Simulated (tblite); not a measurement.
A geometry optimisation, step by step.

Species: C9H8OSSe.
Bonds: C1–Se2, Se2–C3, C3–C4 (double), C4–C5, C5–C6 (double), C6–C7, C7–S8 (double), C6–C9, C9–O10 (double), C9–C11, C11–C12 (double), C3–C12. Hydrogens: H13, H14, H15 on C1; H16 on C4; H17 on C5; H18 on C7; H19 on C11; H20 on C12.

Computed with GFN2-xTB (tblite), gas phase: L-BFGS steps from a force-field or distance-geometry start until the largest atomic force falls under 0.01 eV/Å. 6 of its 172 geometries are shown.

Step 0: E = -917.4909 eV, largest atomic force 4.376 eV/Å
```
atom  x, y, z in Å  |  force x, y, z in eV/Å
C1      3.323    1.201   -0.098   -0.080   0.832   0.585
Se2     2.834   -0.116   -1.452    0.339   0.122   0.010
C3      1.082   -0.331   -0.692   -1.340   1.172  -1.053
C4      0.086    0.512   -1.213    0.961  -1.239   0.996
C5     -1.256    0.591   -0.848   -0.735  -0.232   0.484
C6     -1.996   -0.116    0.107   -0.761   1.975  -1.939
C7     -3.433    0.248    0.244    0.916   0.231   0.272
S8     -3.977    1.787    0.090    0.233  -0.508  -0.167
C9     -1.505   -1.161    0.935   -3.260  -1.540   2.480
O10    -2.330   -1.696    1.739    0.824   0.659  -0.900
C11    -0.215   -1.673    0.980    3.309  -0.177  -0.818
C12     0.922   -1.308    0.279   -0.597  -0.871   1.117
H13     2.624    2.075   -0.157    0.555  -0.723  -0.022
H14     3.246    0.754    0.912    0.070   0.160  -0.564
H15     4.353    1.553   -0.269   -0.430  -0.243  -0.012
H16     0.400    1.189   -1.972    0.204   0.341  -0.471
H17    -1.794    1.329   -1.440   -0.215  -0.068   0.259
H18    -4.141   -0.490    0.624    0.431  -0.049  -0.109
H19    -0.053   -2.475    1.696   -0.325   0.096  -0.062
H20     1.825   -1.863    0.532   -0.099   0.061  -0.086
```

Step 34: E = -917.9776 eV, largest atomic force 0.075 eV/Å
```
atom  x, y, z in Å  |  force x, y, z in eV/Å
C1      3.390    1.240   -0.066   -0.001   0.015   0.029
Se2     2.841   -0.064   -1.421   -0.058  -0.046  -0.013
C3      1.033   -0.318   -0.715    0.030   0.041   0.003
C4      0.064    0.502   -1.215    0.010   0.013  -0.016
C5     -1.277    0.618   -0.811    0.028  -0.003  -0.040
C6     -2.013   -0.078    0.114   -0.005   0.017  -0.033
C7     -3.381    0.316    0.332   -0.010  -0.008   0.010
S8     -4.148    1.561   -0.391    0.017  -0.025   0.016
C9     -1.595   -1.245    0.928   -0.074   0.011  -0.001
O10    -2.417   -1.838    1.613    0.019   0.002  -0.007
C11    -0.210   -1.705    0.952   -0.018   0.018  -0.012
C12     0.896   -1.319    0.278   -0.001   0.031   0.018
H13     2.742    2.111   -0.129    0.017  -0.013   0.017
H14     3.330    0.783    0.920    0.001   0.017  -0.011
H15     4.418    1.520   -0.287   -0.038  -0.030  -0.010
H16     0.370    1.177   -2.007   -0.005   0.013   0.020
H17    -1.832    1.405   -1.317    0.004  -0.018   0.016
H18    -3.926   -0.285    1.054    0.012   0.007  -0.006
H19    -0.100   -2.521    1.655    0.036  -0.029   0.028
H20     1.812   -1.851    0.508    0.036  -0.013  -0.006
```

Step 68: E = -918.0182 eV, largest atomic force 0.091 eV/Å
```
atom  x, y, z in Å  |  force x, y, z in eV/Å
C1      3.551    0.964   -0.057    0.065   0.011   0.063
Se2     2.695    0.081   -1.579    0.054  -0.003  -0.009
C3      0.968   -0.126   -0.740   -0.069   0.016   0.050
C4     -0.058    0.612   -1.259   -0.052   0.023  -0.035
C5     -1.390    0.682   -0.823   -0.011  -0.033  -0.022
C6     -2.084   -0.107    0.062   -0.001   0.043   0.053
C7     -3.475    0.164    0.296    0.000  -0.014   0.003
S8     -4.346    1.362   -0.385   -0.011   0.029  -0.005
C9     -1.579   -1.266    0.835   -0.009   0.037  -0.050
O10    -2.355   -2.072    1.324   -0.012   0.005   0.017
C11    -0.148   -1.424    1.081   -0.015  -0.035  -0.026
C12     0.924   -0.984    0.389   -0.019  -0.040   0.022
H13     3.078    1.933    0.085    0.011   0.014   0.027
H14     3.448    0.355    0.837   -0.001  -0.013   0.011
H15     4.602    1.095   -0.293    0.017  -0.009  -0.054
H16     0.202    1.265   -2.084   -0.054   0.012  -0.045
H17    -1.986    1.467   -1.284    0.022  -0.073   0.002
H18    -3.966   -0.512    0.990   -0.009   0.013  -0.002
H19     0.030   -2.104    1.907    0.036  -0.023  -0.036
H20     1.886   -1.377    0.698    0.058   0.040   0.036
```

Step 103: E = -918.0938 eV, largest atomic force 0.218 eV/Å
```
atom  x, y, z in Å  |  force x, y, z in eV/Å
C1      3.864    0.637   -0.034    0.057   0.047   0.094
Se2     2.527    0.708   -1.466    0.079  -0.040   0.013
C3      0.867    0.238   -0.647    0.008   0.026   0.013
C4     -0.240    0.702   -1.321   -0.028   0.006   0.019
C5     -1.583    0.599   -0.953   -0.003   0.011   0.002
C6     -2.200   -0.175    0.006    0.026   0.022  -0.013
C7     -3.595    0.003    0.268    0.025  -0.053  -0.017
S8     -4.520    1.220   -0.310    0.007  -0.025  -0.012
C9     -1.570   -1.271    0.770    0.034  -0.013  -0.067
O10    -2.223   -2.231    1.146   -0.043   0.018   0.075
C11    -0.159   -1.164    1.142    0.020   0.023  -0.012
C12     0.874   -0.535    0.542   -0.042   0.005   0.073
H13     3.743    1.508    0.612   -0.056  -0.120  -0.015
H14     3.813   -0.287    0.546    0.011   0.117  -0.184
H15     4.828    0.703   -0.537   -0.064  -0.046   0.031
H16    -0.034    1.301   -2.202   -0.033  -0.005  -0.020
H17    -2.270    1.221   -1.520    0.046   0.026   0.018
H18    -4.045   -0.724    0.938    0.004   0.006   0.009
H19     0.073   -1.763    2.014   -0.027  -0.037   0.009
H20     1.845   -0.680    1.003   -0.022   0.033  -0.016
```

Step 137: E = -918.1631 eV, largest atomic force 0.045 eV/Å
```
atom  x, y, z in Å  |  force x, y, z in eV/Å
C1      3.869    0.368   -0.116   -0.019   0.020  -0.023
Se2     2.498    1.026   -1.342   -0.010   0.024  -0.004
C3      0.854    0.443   -0.575    0.003  -0.003   0.010
C4     -0.264    0.842   -1.276    0.005   0.014   0.034
C5     -1.605    0.659   -0.937    0.011  -0.007   0.008
C6     -2.190   -0.178   -0.011    0.002  -0.021  -0.010
C7     -3.609   -0.150    0.170    0.006  -0.003   0.001
S8     -4.644    0.896   -0.540    0.000  -0.004  -0.010
C9     -1.509   -1.197    0.812    0.003   0.010   0.006
O10    -2.109   -2.177    1.226   -0.007   0.023  -0.002
C11    -0.126   -0.972    1.230    0.004  -0.025  -0.017
C12     0.876   -0.283    0.646   -0.010  -0.020   0.001
H13     3.753    0.824    0.865    0.000  -0.006  -0.018
H14     3.831   -0.717   -0.062    0.018   0.000   0.010
H15     4.815    0.683   -0.550    0.019  -0.027   0.008
H16    -0.075    1.436   -2.166   -0.008   0.002   0.010
H17    -2.313    1.244   -1.518    0.008  -0.024   0.018
H18    -4.002   -0.887    0.864   -0.023   0.009  -0.013
H19     0.107   -1.529    2.131    0.015   0.040  -0.015
H20     1.836   -0.322    1.145   -0.019  -0.002   0.006
```

Step 171: E = -918.1715 eV, largest atomic force 0.009 eV/Å
```
atom  x, y, z in Å  |  force x, y, z in eV/Å
C1      3.873    0.286   -0.190   -0.001  -0.001  -0.004
Se2     2.493    1.197   -1.228   -0.005  -0.002  -0.005
C3      0.858    0.537   -0.502    0.001   0.001   0.002
C4     -0.264    0.946   -1.188   -0.001   0.003   0.002
C5     -1.603    0.688   -0.899    0.002   0.000   0.002
C6     -2.192   -0.182   -0.005    0.003   0.000   0.002
C7     -3.620   -0.234    0.071   -0.001  -0.003   0.002
S8     -4.662    0.688   -0.786   -0.005   0.006  -0.003
C9     -1.513   -1.136    0.892   -0.003   0.001  -0.001
O10    -2.123   -2.073    1.387    0.000  -0.003   0.003
C11    -0.116   -0.928    1.270   -0.004  -0.005  -0.003
C12     0.887   -0.241    0.684    0.001  -0.004   0.000
H13     3.880    0.647    0.836    0.006   0.005   0.001
H14     3.717   -0.789   -0.233    0.002  -0.008   0.002
H15     4.817    0.537   -0.667   -0.002   0.003  -0.002
H16    -0.084    1.588   -2.046    0.003   0.001   0.001
H17    -2.317    1.237   -1.507    0.005   0.000   0.000
H18    -4.024   -0.954    0.775    0.004  -0.005  -0.001
H19     0.134   -1.496    2.161   -0.006   0.006  -0.003
H20     1.852   -0.306    1.172   -0.001   0.005   0.004
```

**Question.** Summarise the path.

**Answer.** The energy falls by 15.69 kcal/mol from step 0 to step 171; nine tenths of that is first reached at step 107. It rises by more than 0.2 meV at steps 63 and 112. The largest force goes from 4.376 to 0.009 eV/Å. Among the bonds C9–C11 changes most, from 1.388 to 1.462 Å; the atoms move by 1.099 Å rms after alignment.

The cost below is that of the whole relaxation. The run took 2.0 s of wall time on an Arm Neoverse V1 with one thread, shared host with 32 logical CPUs at a one-minute load of 8.4.
